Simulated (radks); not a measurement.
Problem. Numerical settings for the carbon ion C2+, [He] 2s2. Method: non-relativistic Kohn-Sham, PBE, spin-polarised, spherical densities, point nucleus; computed with a radial shooting solver on a logarithmic mesh with Libxc functionals. The defaults (mesh step 0.008 in ln r, mesh end at 40 bohr or more with all orbitals vanishing there, Anderson mixing 0.5 over 9 steps, residual threshold near 1e-9 with the energy settled to 1e-9 hartree or 1e-11 of itself, here a cap of 50 iterations) give E = -36.4611 hartree and 2s at -40.361 eV in 12 iterations. Run on one thread of a shared host, so times are rough (Arm Neoverse N1): 0.08 s of CPU time, 0.08 s wall, 12 iterations on 2476 mesh points. One setting is changed at a time: mesh step in ln r 0.12; mesh step in ln r 0.2; mesh step in ln r 0.005; mesh end (bohr) 5; mesh end (bohr) 400; residual threshold 0.01; residual threshold 0.001; mixing 0.2; linear mixing, mixing 1; linear mixing, mixing 0.5; mixing history 2; iteration cap 2. Which runs fail to converge, and which converge to a wrong energy?

Solution. Not converged within the cap: mesh step in ln r 0.12; mesh step in ln r 0.2; iteration cap 2. No run marked as converged misses the energy by more than 1 mhartree.
